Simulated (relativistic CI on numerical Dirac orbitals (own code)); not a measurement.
Calculated levels, Lu16+

These numbers are calculated, not measured: Dirac-Coulomb-Breit CI, orbitals from a KLI potential per configuration, model QED, unscaled Slater integrals (own radial code, finite nucleus).

Configuration list (outside the closed core [Ar] 3d10): 4s²4p⁶4d¹⁰4f⁹, 4s²4p⁶4d¹⁰4f⁸5s, 4s²4p⁶4d¹⁰4f⁷5s², 4s²4p⁶4d¹⁰4f⁷5s5p, 4s²4p⁶4d¹⁰4f⁸5p, 4s²4p⁶4d¹⁰4f⁸6s, 4s²4p⁶4d⁸4f¹¹, 4s²4p⁵4d¹⁰4f¹⁰, 4p⁶4d¹⁰4f¹¹. Levels of other configurations are missing.

| No. | Configuration | Term | J | E (eV) | % | Next component (%) | Lifetime (s) |
| --- | --- | --- | --- | --- | --- | --- | --- |
| 41 | 4s²4p⁶4d¹⁰4f⁷5s² | ⁸S° | 7/2 | 6.6945 | 83 | 7 ⁶P° |  |
| 42 | 4s²4p⁶4d¹⁰4f⁸5s | ⁶L | 19/2 | 6.7288 | 91 | 5 ⁴M | 4.56e-01 |
| 43 | 4s²4p⁶4d¹⁰4f⁸5s | ⁶G | 11/2 | 6.7966 | 47 | 24 ⁶H |  |
| 44 | 4s²4p⁶4d¹⁰4f⁹ | ⁴M° | 15/2 | 6.8385 | 42 | 24 ⁴I° | 8.98e-03 |
| 45 | 4s²4p⁶4d¹⁰4f⁸5s | ⁶L | 17/2 | 6.9895 | 88 | 5 ⁶K | 3.40e-01 |
| 46 | 4s²4p⁶4d¹⁰4f⁸5s | ⁶G | 9/2 | 7.0007 | 56 | 27 ⁶H |  |
| 47 | 4s²4p⁶4d¹⁰4f⁹ | ⁴I° | 9/2 | 7.0105 | 59 | 17 ²H° | 1.03e-02 |
| 48 | 4s²4p⁶4d¹⁰4f⁸5s | ⁶L | 15/2 | 7.0875 | 74 | 7 ⁴K | 2.97e-02 |
| 49 | 4s²4p⁶4d¹⁰4f⁹ | ⁴G° | 9/2 | 7.1034 | 35 | 24 ⁴I° |  |
| 50 | 4s²4p⁶4d¹⁰4f⁹ | ⁴D° | 5/2 | 7.1078 | 35 | 30 ⁴F° | 6.92e-03 |
| 51 | 4s²4p⁶4d¹⁰4f⁹ | ²F° | 7/2 | 7.1640 | 33 | 22 ⁴F° |  |
| 52 | 4s²4p⁶4d¹⁰4f⁸5s | ⁶G | 7/2 | 7.1760 | 60 | 22 ⁶H |  |
| 53 | 4s²4p⁶4d¹⁰4f⁸5s | ⁶L | 11/2 | 7.2008 | 70 | 15 ⁴K |  |
| 54 | 4s²4p⁶4d¹⁰4f⁸5s | ⁶L | 13/2 | 7.2112 | 78 | 11 ⁴K | 2.06e-02 |
| 55 | 4s²4p⁶4d¹⁰4f⁸5s | ⁶D | 5/2 | 7.2177 | 46 | 20 ⁶G | 3.47e-03 |
| 56 | 4s²4p⁶4d¹⁰4f⁹ | ⁴M° | 17/2 | 7.3081 | 61 | 34 ⁴K° | 3.15e-02 |
| 57 | 4s²4p⁶4d¹⁰4f⁹ | ⁴G° | 7/2 | 7.3834 | 32 | 25 ⁶P° |  |
| 58 | 4s²4p⁶4d¹⁰4f⁹ | ⁴K° | 15/2 | 7.3847 | 58 | 12 ²K° | 2.96e-02 |
| 59 | 4s²4p⁶4d¹⁰4f⁸5s | ⁶G | 5/2 | 7.4017 | 55 | 18 ⁶D | 4.10e-03 |
| 60 | 4s²4p⁶4d¹⁰4f⁹ | ⁴G° | 5/2 | 7.4480 | 31 | 16 ²F° |  |
| 61 | 4s²4p⁶4d¹⁰4f⁸5s | ⁶G | 3/2 | 7.5065 | 89 | 9 ⁴F | 8.33e-03 |
| 62 | 4s²4p⁶4d¹⁰4f⁹ | ⁴P° | 1/2 | 7.5088 | 37 | 36 ⁴D° | 5.22e-03 |
| 63 | 4s²4p⁶4d¹⁰4f⁹ | ⁶P° | 3/2 | 7.5437 | 27 | 25 ²D° | 7.11e-03 |
| 64 | 4s²4p⁶4d¹⁰4f⁹ | ⁴M° | 19/2 | 7.6050 | 48 | 46 ⁴L° | 2.19e-02 |
| 65 | 4s²4p⁶4d¹⁰4f⁸5s | ⁶H | 15/2 | 7.6445 | 69 | 14 ⁶L | 4.21e-03 |
| 66 | 4s²4p⁶4d¹⁰4f⁹ | ⁴H° | 13/2 | 7.7749 | 71 | 13 ⁴I° | 6.49e-03 |
| 67 | 4s²4p⁶4d¹⁰4f⁸5s | ⁶D | 3/2 | 7.9157 | 63 | 17 ⁴P | 2.60e-03 |
| 68 | 4s²4p⁶4d¹⁰4f⁹ | ⁴H° | 11/2 | 7.9859 | 62 | 13 ⁴G° | 1.22e-02 |
| 69 | 4s²4p⁶4d¹⁰4f⁹ | ⁴K° | 13/2 | 8.0558 | 46 | 23 ⁴L° | 1.06e-02 |
| 70 | 4s²4p⁶4d¹⁰4f⁹ | ⁴G° | 9/2 | 8.0561 | 59 | 16 ⁴H° | 3.26e-03 |

Energies count from the lowest computed level; ° marks odd parity; lifetimes are radiative, by E1, M1, E2, M2 decay to levels of this space only; some are left blank where a channel outside the calculation adds to the decay or the decay crosses a small, uncertain gap.

The mean weight of the leading LS term, summed over parents, in these 30 levels is 57 %, and that of the leading jj configuration (from the same eigenvectors) 48 %.

At this charge transitions that keep the count of f electrons are usually good to a few per cent. Terms inside the open d or f shell come out 10 to 20 % too wide with unscaled integrals. Levels that differ in their count of f electrons can be misplaced by several ten thousand cm⁻¹, since the correlation energy of f electrons is missing or only estimated; rates across such gaps can be off by orders of magnitude. The computed lowest level isn't the tabulated ground level, which NIST ASD gives as 4f9 6H°15/2; for such ions that label comes from theory and may be the wrong one.

LS names give the leading component of a level, which can be under half, so a name can repeat, a term be missing and a line seem to break the LS rules.
